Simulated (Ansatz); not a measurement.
Single points on Rb4Br3⁺.

```yaml
crystal:
  periodic: [false, false, false]
  atoms:
    - {symbol: Rb, position_ang: [0.364927, -0.048873, -3.483146]}
    - {symbol: Rb, position_ang: [-0.701655, -3.155526, 1.359156]}
    - {symbol: Rb, position_ang: [-2.185937, 2.502287, 1.124822]}
    - {symbol: Rb, position_ang: [2.027809, 0.564543, 0.804185]}
    - {symbol: Br, position_ang: [0.053967, 2.332356, -1.257772]}
    - {symbol: Br, position_ang: [1.216122, -2.096834, -1.074775]}
    - {symbol: Br, position_ang: [-0.775234, -0.097954, 2.527520]}
basis:
  gaussian: {orbitals: def2-SVP, initial_orbitals: start.molden}
total_charge: 1
hamiltonian: {xc: pbe, dispersion: d4}
scf: {omitted_lower_state_checks: [starts]}
output: {orbitals: {seedname: orbitals}}
```

The file start.molden holds the orbitals of an earlier run on this structure, at another level or in another basis.

```sh
$ ansatz run in.yaml --threads 4 --pin off --events-out ev --progress --plain --max-ram 4787MiB
```

It prints (some lines left out):

```
Functional definition: PBE
2115 factors; their error is unknown
mean field evaluation 1: about -212711.4270 eV, gradient 1.2e1 eV
mean field evaluation 2: about -212711.5719 eV, gradient 2.1e-1 eV
mean field evaluation 4: about -212711.4190 eV, gradient 5.0e-4 eV
mean field -212711.41901451 eV, -7817.0004678049 hartree, gradient 4.4e-6 eV, S^2 0.000000; 0 other end points of the search recorded, 0 dependent functions left out
reference -212711.41913119 eV, -7817.0004720928 hartree; 70, 70 occupied and 122, 122 virtual orbitals, 2115 factors
Total energy: -212711.69077071 eV, -7817.0104546610 hartree
Checks for a lower state left out: starts
```

It took 4.3 s on 4 threads of Arm Neoverse V2 on a shared host.

As the first input, with `gaussian: {orbitals: STO-3G}`, `hamiltonian: {xc: hf}` (abridged; 2.2 s):

```
Functional definition: HF
mean field -524230.89413370 eV, -19265.1300229509 hartree, gradient 2.7e-5 eV, S^2 0.000000
Total energy: -524230.89413370 eV, -19265.1300229509 hartree
Checks for a lower state left out: starts
```

First input, but with `gaussian: {orbitals: def2-TZVP, initial_orbitals: start.molden}`, `hamiltonian: {xc: r2scan, dispersion: d4}` (abridged; 13 s):

```
Functional definition: r2SCAN
mean field -212769.51029847 eV, -7819.1352831147 hartree, gradient 5.1e-5 eV, S^2 0.000000
Total energy: -212769.56802086 eV, -7819.1374043736 hartree
Checks for a lower state left out: starts
```

The first input with `hamiltonian: {xc: pbe0, dispersion: d4}` (abridged; 6.5 s):

```
Functional definition: PBE0
mean field -212719.11625164 eV, -7817.2833360522 hartree, gradient 1.6e-5 eV, S^2 0.000000
Total energy: -212719.36179062 eV, -7817.2923594431 hartree
Checks for a lower state left out: starts
```

First input, but with `gaussian: {orbitals: def2-TZVP, initial_orbitals: start.molden}`, `correlation: {method: mp2}` and without the key `hamiltonian` (abridged; 9.5 s):

```
Functional definition: HF
mean field -212596.14730177 eV, -7812.7643104957 hartree, gradient 2.0e-6 eV, S^2 0.000000
27 core orbitals not correlated: weight in the atoms' cores, before any rotation towards them, 1.000 or more for the frozen orbitals, at most 0.000 for the correlated occupied ones
second order -30.57429336 eV of doubles, -0.00000000 eV of singles
Total energy: -212626.72159513 eV, -7813.8878950528 hartree
Checks for a lower state left out: starts
```

First input, but with `gaussian: {orbitals: def2-TZVP, initial_orbitals: start.molden}`, `hamiltonian: {xc: hf}` (abridged; 12 s):

```
Functional definition: HF
mean field -212596.14312478 eV, -7812.7641569941 hartree, gradient 1.2e-5 eV, S^2 0.000000
Total energy: -212596.14312478 eV, -7812.7641569941 hartree
Checks for a lower state left out: starts
```

The first input with `gaussian: {orbitals: def2-TZVP, initial_orbitals: start.molden}`, `hamiltonian: {xc: pbe0, dispersion: d4}` (abridged; 14 s):

```
Functional definition: PBE0
mean field -212744.36306740 eV, -7818.2111394185 hartree, gradient 1.4e-5 eV, S^2 0.000000
Total energy: -212744.60858337 eV, -7818.2201619638 hartree
Checks for a lower state left out: starts
```

Geometry: PBE-D4/def2-SVP.

In the def2 sets Rb takes a core potential, while STO-3G treats all electrons; there is no spin–orbit coupling. Correlated methods freeze 27 core orbitals; core or outer-core shells of Rb, Br are correlated, in sets that lack core-valence functions. The structure comes from a short search, and lower isomers may exist.
